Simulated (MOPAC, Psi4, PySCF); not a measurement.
Two rigid molecules brought together: O2S ··· C3H6 (SMILES O=S=O and C1CC1). Monomers: optimised at B3LYP-D3(BJ) (def2-TZVP), held rigid. Orientation: a higher rigid-body minimum at GFN2-xTB. The monomers approach along the line of their centres of mass (distance R); nothing else relaxes.

Geometry at R = 3.56 Å (first 3 atoms: monomer A):
```
12

O      1.2381     0.2470     0.0000
S      0.0012    -0.4877     0.0000
O     -1.2393     0.2407     0.0000
C      0.7604    -2.7359    -3.4788
C      1.0593    -2.5665    -2.0152
C      0.0385    -1.6860    -2.6808
H      1.5061    -2.4099    -4.1912
H      0.2055    -3.6118    -3.7865
H      0.7067    -3.3278    -1.3327
H      2.0073    -2.1259    -1.7374
H     -1.0047    -1.8517    -2.4485
H      0.2958    -0.6497    -2.8533
``` The table gives interaction energies.

| R / Å | A | B | C |
|---|---|---|---|
| 2.92 | 118.98 | 71.31 | 89.51 |
| 3.12 | 61.40 | 32.35 | 50.34 |
| 3.34 | 26.09 | 8.63 | 26.32 |
| 3.56 | 8.39 | -2.74 | 12.65 |
| 3.78 | 0.30 | -7.21 | 4.89 |
| 3.96 | -2.55 | -8.16 | 1.25 |
| 4.23 | -3.86 | -7.56 | -1.56 |
| 4.57 | -3.57 | -5.80 | -2.93 |
| 5.08 | -2.35 | -3.52 | -3.57 |
| 5.77 | -1.17 | -1.80 | -3.58 |
| 6.74 | -0.51 | -0.79 | -2.15 |
| 8.07 | -0.22 | -0.31 | -0.53 |

Energies in kJ/mol.

Task: Which curve belongs to which method? The methods are PM7, restricted, heats of formation (MOPAC 23.2.5); restricted Hartree-Fock/6-31G*, spherical d, no counterpoise correction (PySCF); Psi4 with SAPT0/jun-cc-pVDZ, frozen core.

Result: A is RHF/6-31G*; B is SAPT0/jun-cc-pVDZ; C is PM7.
